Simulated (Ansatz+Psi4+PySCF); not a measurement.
**doublet BeH in separate pieces: levels of theory in one basis**

```xyz
2

Be    0.0000    0.0000    0.2697
H     0.0000    0.0000   -3.7752
```

Basis set: cc-pVTZ on H; cc-pCVTZ on Be (spherical functions). All electrons are correlated. Correlation on ROHF uses semicanonical orbitals with singles. Charge 0, multiplicity 2.

Computed with Ansatz (development build ahead of 0.2.0) and Psi4 1.11; each method stands on the lowest determinant of its kind that the runs found.

```
      method  E − E(ROHF) (eV)  <S²> of the determinant
        ROHF              0.00                     0.75
         UHF             -0.01                     0.89
     UHF-MP2             -1.79                     0.89
   ROHF-CCSD             -2.43                        –
    UHF-CCSD             -2.43                     0.89
ROHF-CCSD(T)             -2.44                        –
```

Q: What does ROHF-MP2 give on the same scale?

A: -1.89 eV.

Q: Is a single determinant a sound starting point here?

A: It is doubtful. Unrestricted orbitals gain 0.01 eV with <S²> 0.89 against 0.75 for a pure state, but the cluster amplitudes or the share of triples are large.

Caution for UHF, UHF-MP2, UHF-CCSD: the unrestricted determinant is spin contaminated. Caution for UHF-MP2, UHF-CCSD: large amplitudes, a single reference is doubtful. Caution for UHF-MP2: another reference gives a lower total.
